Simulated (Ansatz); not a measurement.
One change: `O[SiH](O)O[SiH](O)Cl` becomes `O[SiH](O)O[SiH](F)F`.

Ansatz, PBE0-D4/def2-TZVP geometries, multiplicity 1. Each molecule was computed in one conformer, which needn't be the lowest.

| property | `O[SiH](O)O[SiH](O)Cl` |
| --- | --- |
| HOMO energy (ωB97M-V/def2-TZVPP) / eV | -11.67 |
| size of the dipole moment (PBE/def2-TZVPP) / D | 0.73 |
| HOMO–LUMO gap (B3LYP/def2-TZVPP) / eV | 9.24 |
| HOMO energy (PBE/def2-TZVPP) / eV | -7.70 |
| HOMO energy (PBE0/def2-TZVPP) / eV | -9.32 |
| LUMO energy (PBE0/def2-TZVPP) / eV | 0.51 |

Problem. Give the same properties after the change, and the shifts. (Estimate.)

Solution. Computed: 
```tsv
property	`O[SiH](O)O[SiH](F)F`	shift
HOMO energy (ωB97M-V/def2-TZVPP) / eV	-11.90	-0.23
size of the dipole moment (PBE/def2-TZVPP) / D	2.11	1.38
HOMO–LUMO gap (B3LYP/def2-TZVPP) / eV	9.33	0.09
HOMO energy (PBE/def2-TZVPP) / eV	-7.73	-0.03
HOMO energy (PBE0/def2-TZVPP) / eV	-9.46	-0.14
LUMO energy (PBE0/def2-TZVPP) / eV	0.52	0.01
```

Dipoles are sizes alone; their direction can turn.

B3LYP here is the variant with VWN-RPA as its local correlation; programs differ in this.
